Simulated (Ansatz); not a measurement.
`BCN=C=C` + `[OH][Al]([F])[SH]` → `BC[O][Al]([F])[SH]` + `C=C=N`  (substitution at a C–N bond)

Isolated molecules relaxed with PBE0-D4/def2-TZVP in Ansatz; ΔE leaves out vibrations. CCSD(T)/CBS is the MP2 limit (def2-TZVPP, def2-QZVPP) plus CCSD(T) − MP2 in def2-TZVPP, frozen cores. This one scheme is used for every species. DFT in def2-TZVPP. One conformer a species, not always the lowest.

```json
{"level": "r2SCAN-D4", "ΔE (kJ/mol)": "33.7"}
{"level": "PBE0-D4", "ΔE (kJ/mol)": "35.5"}
{"level": "ωB97X-V", "ΔE (kJ/mol)": "31.8"}
{"level": "r2SCAN", "ΔE (kJ/mol)": "33.9"}
{"level": "HF/def2-TZVPP", "ΔE (kJ/mol)": "31.2"}
{"level": "MP2/def2-QZVPP", "ΔE (kJ/mol)": "46.7"}
{"level": "SCS-MP2/def2-QZVPP", "ΔE (kJ/mol)": "42.5"}
{"level": "HF/CBS(def2)", "ΔE (kJ/mol)": "31.5"}
```

Problem. What does CCSD(T)/CBS give? (Best estimate.)

Solution. Computed: +39.3 kJ/mol. The listed levels differ from it by -5.6, -3.8, -7.5, -5.4, -8.1, 7.4, 3.2, -7.8 kJ/mol.

Largest T1 diagnostic among the species: 0.015.

In def2-TZVPP, CCSD(T) changes the Hartree–Fock value by +5.9 kJ/mol (the triples alone add +1.0 kJ/mol) and MP2 by +14.2 kJ/mol.
